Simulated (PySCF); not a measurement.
# What a mistake does to a calculation on CGe2H5 anion

All numbers below are calculated, not measured. They come from PySCF 2.14.0, an open-source quantum chemistry program, on an isolated molecule that a program drew, which may never have been made. The molecule is CGe2H5 anion (charge -1, singlet), drawn as the SMILES string `[GeH2]=[CH][GeH2-]`.

Each row is a Hartree-Fock (HF) and frozen-core CCSD(T) single point in the aug-cc-pVDZ basis, meant for a local HF minimum. Run 1 is clean. Each other run has one planted mistake out of seven kinds, and not every kind appears here: one electron removed, one electron added, multiplicity raised by two, geometry at a saddle point, minimal basis STO-3G, one bond length entered in bohr, all coordinates scaled. The reference is restricted for singlets and unrestricted otherwise, and also for a bond in bohr. Adding or removing an electron swaps singlet and doublet. Electrons count all cores. HOMO and LUMO are orbital energies over both spins, the gradient is its largest component, and the lowest frequency (negative if imaginary) is given only where the gradient is small. Bond lengths are over the 7 bonds as drawn. T1 is the CCSD diagnostic: over 0.02 (restricted) or 0.045 (unrestricted) a single reference is doubtful. Germanium has the aug-cc-pVDZ-PP basis, with a core potential (ECP10MDF) in place of its 10 inner electrons, and its 3s, 3p and 3d shells are frozen in CCSD(T).

Geometry of the clean run:
```xyz
8
CGe2H5 anion, angstrom
Ge   -0.4373    0.8207   -0.8349
C    -0.6026   -0.5581    0.2838
Ge   -2.2467   -1.3900    1.1508
H    -1.6137    1.6620   -1.3245
H     0.8264    1.1037   -1.6662
H     0.3387   -1.0784    0.4627
H    -1.8876   -1.0378    2.6739
H    -3.2567   -0.1704    0.9182
```

| run | electrons | basis functions | <S^2> | HOMO (eV) | LUMO (eV) | gradient (hartree/bohr) | lowest frequency (cm^-1) | mean bond (Å) | longest bond (Å) | T1 | HF (hartree) | CCSD(T) (hartree) | mistake |
|---|---|---|---|---|---|---|---|---|---|---|---|---|---|
| 1 | 76 | 132 | 0.000 | -2.04 | 3.50 | 9.0e-06 | 128 | 1.5972 | 2.036 | 0.0188 | -627.45131 | -627.88432 | no fault |
| 2 | 76 | 132 | 0.000 | -1.96 | 3.49 | 8.6e-03 | - | 1.5764 | 2.010 | 0.0184 | -627.45019 | -627.88101 | all coordinates scaled |
| 3 | 76 | 132 | 0.000 | -0.31 | 3.60 | 2.8e-05 | -692 | 1.5494 | 1.841 | 0.0170 | -627.41063 | -627.84834 | ? |
| 4 | 75 | 132 | 1.141 | -7.89 | -0.14 | 6.8e-02 | - | 1.5972 | 2.036 | 0.0532 | -627.42023 | -627.81189 | ? |

**Which mistake was planted in run 3, and what did it cost?**

The gradient is small, so the point is stationary, but the lowest frequency is imaginary (-692 cm^-1). So the mistake is: geometry at a saddle point. Subtracting run 1 and multiplying by 627.51 kcal/mol a hartree, the energy moved by 25.5 kcal/mol in HF and 22.6 kcal/mol in CCSD(T).

**Which mistake was planted in run 4, and what did it cost?**

It counts 75 electrons, one fewer than the clean run, at the same geometry and basis. So the mistake is: one electron removed. Subtracting run 1 and multiplying by 627.51 kcal/mol a hartree, the energy moved by 19.5 kcal/mol in HF and 45.5 kcal/mol in CCSD(T).

Cautions from the logs. Run 4: T1 is over the limit, so its CCSD(T) energy is less reliable.
